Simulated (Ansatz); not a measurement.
Consider the formal hydrolysis of a Mo–O bond: `C[O][Mo](=[O])([OH])=[S]` + H₂O → `[O]=[Mo]([OH])([OH])=[S]` + CH₃OH.

Calculated with Ansatz (gas phase, PBE0-D4/def2-TZVP geometries, no zero-point term in ΔE). CCSD(T)/CBS is the MP2 limit (def2-TZVPP, def2-QZVPP) plus CCSD(T) − MP2 in def2-TZVPP, frozen cores. This one scheme is used for every species. Functionals use def2-TZVPP. def2 core potentials past Kr. For Mo outer-core shells are correlated without core-valence functions, which leaves a few kJ/mol of doubt a bond. Each species was taken in one conformer, which may not be the lowest.

`C[O][Mo](=[O])([OH])=[S]`:

Cartesian coordinates in Å:
```
C -0.796 0.916 1.401
O 0.288 0.462 0.626
Mo 0.557 -0.291 -1.028
O 1.907 0.406 -1.725
O 0.782 -2.141 -0.868
S -1.152 0.110 -2.210
H -0.491 1.819 1.932
H -1.071 0.146 2.127
H -1.657 1.135 0.763
H 1.634 -2.562 -1.017
```

H₂O:

Z-matrix (Å, degrees):
```
O
H 1 0.960
H 1 0.960 2 105.1
```

`[O]=[Mo]([OH])([OH])=[S]`:

Cartesian coordinates in Å:
```
O -0.830 -1.384 -0.707
Mo -0.300 -0.076 0.184
O 1.378 -0.446 0.910
O -0.213 1.435 -0.907
S -1.662 0.292 1.757
H 1.903 -1.199 0.626
H -0.278 1.379 -1.864
```

CH₃OH:

Z-matrix (Å, degrees):
```
C
O 1 1.409
H 1 1.097 2 112.4
H 1 1.090 2 107.0 3 -118.5
H 1 1.097 2 112.4 3 123.0
H 2 0.959 1 108.5 3 -61.6
```

```json
{"level": "r2SCAN0", "ΔE (kJ/mol)": "17.2"}
{"level": "HF/CBS(def2)", "ΔE (kJ/mol)": "12.9"}
```

**Question.** What does CCSD(T)/CBS give? (An estimate is asked.)

**Answer.** Computed: +24.5 kJ/mol. The listed levels differ from it by -7.3, -11.6 kJ/mol.

**Question.** What do rigid-rotor, harmonic-oscillator terms from PBE0-D4/def2-TZVP frequencies (298.15 K, 1 bar) make of the CCSD(T)/CBS value? (Best estimate.)

**Answer.** Computed: ΔZPE = +3.0 kJ/mol, ΔH = +24.5 kJ/mol, ΔS = 4 J/(mol·K), ΔG = +23.3 kJ/mol. Modes under 50 cm⁻¹ make the entropy rough.

Largest T1 diagnostic among the species: 0.025, so the coupled-cluster value is less sure than usual.

The D4 term adds +6.5 kJ/mol with B3LYP and +3.8 kJ/mol with PBE0; it sums over pairs of atoms, weighted by their polarisabilities, and B3LYP, whose exchange is more repulsive, gets the larger term. Leaving LDA and LC-ωPBE aside and taking each functional with its dispersion term where it has one, the values, not all of them listed here, spread over 4.9 kJ/mol, from ωB97M-V to BLYP-D4. LDA lies +4.8 kJ/mol from PBE without D4. In def2-TZVPP, CCSD(T) changes the Hartree–Fock value by +10.7 kJ/mol (the triples alone add +3.0 kJ/mol) and MP2 by +15.5 kJ/mol.

CCSD(T)/CBS has its own doubt, a few kJ/mol and more with outer-core shells, so smaller differences from it don't rank the levels.

B3LYP here is the variant with VWN-RPA as its local correlation; programs differ in this.
